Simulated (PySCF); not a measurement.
# What builds the second ionisation energy along group 16

Calculated with PySCF 2.14 from differences of total energies of unrestricted determinants, without spin-orbit coupling. Each column adds one step, in eV (sums use unrounded values): valence MP2, valence CCSD, valence triples, then the next inner shell at CCSD(T) (O 1s, S 2s 2p, Te 4s 4p 4d). References (NIST) marked * lie between the lowest fine-structure levels; the others compare directly ((s) semi-empirical, (t) theoretical).

| element | UHF | + MP2 | + CCSD | + (T) | + inner shell | sum | reference |
| --- | --- | --- | --- | --- | --- | --- | --- |
| O [He] 2s2 2p3 → [He] 2s2 2p2 (aug-cc-pwCVDZ, non-relativistic) | 34.530 | 0.455 | -0.184 | 0.003 | 0.017 | 34.821 | 35.121 * |
| S [Ne] 3s2 3p3 → [Ne] 3s2 3p2 (aug-cc-pwCVDZ, non-relativistic) | 22.726 | 0.477 | -0.080 | 0.009 | -0.010 | 23.122 | 23.338 * |
| Te [Kr] 4d10 5s2 5p3 → [Kr] 4d10 5s2 5p2 (aug-cc-pwCVDZ-PP with ECP28MDF, ECP) | 18.347 | 0.325 | -0.037 | 0.008 | 0.060 | 18.703 | 18.6 ± 0.4 * |

Double-zeta sets recover only part of the correlation energy.

What remains against the references is mostly basis incompleteness and, for starred values, spin-orbit coupling.

**Question.** What share of the correlation contribution for Te comes from the inner shell?

**Answer.** The four steps add to 0.356 eV, of which the inner shell gives 0.060 eV, or 17 %.
